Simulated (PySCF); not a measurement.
## NaI: from constants to spectrum

RHF-CCSD(T) constants of NaI, ¹Σ⁺ (singlet), closed shell (basis Na def2-TZVPP, I def2-TZVPP with ECP28; scalar-relativistic core potentials; PySCF 2.14; masses 22.9898 and 126.9045 u):

| Property | Result |
| --- | --- |
| ωe | 252.6 cm⁻¹ |
| ωexe | 0.861 cm⁻¹ |
| Be | 0.11657 cm⁻¹ |
| αe | 0.000652 cm⁻¹ |
| De to Na + I | 3.22 eV |

**Question.** What force constant and bond length do these constants imply?

**Answer.** Reduced mass μred = 19.464 u; k = 5.8918×10⁻⁷·μred·ωe² (u, cm⁻¹, mdyn/Å) = 0.732 mdyn/Å; Re = √(16.8576/(μred·Be)) (u, cm⁻¹, Å) = 2.726 Å.

**Question.** Estimate the centrifugal constant D from the Kratzer relation and find the Dunham coefficient a1.

**Answer.** D = 4Be³/ωe² = 9.93e-08 cm⁻¹; a1 = −1 − αeωe/(6Be²) = -3.02.

Correlated steps freeze 5 core orbitals. These are scalar-relativistic numbers at best; spin–orbit coupling would shift them, the dissociation energy most. Where the molecule has an RHF reference, its open-shell atoms are computed with UHF.
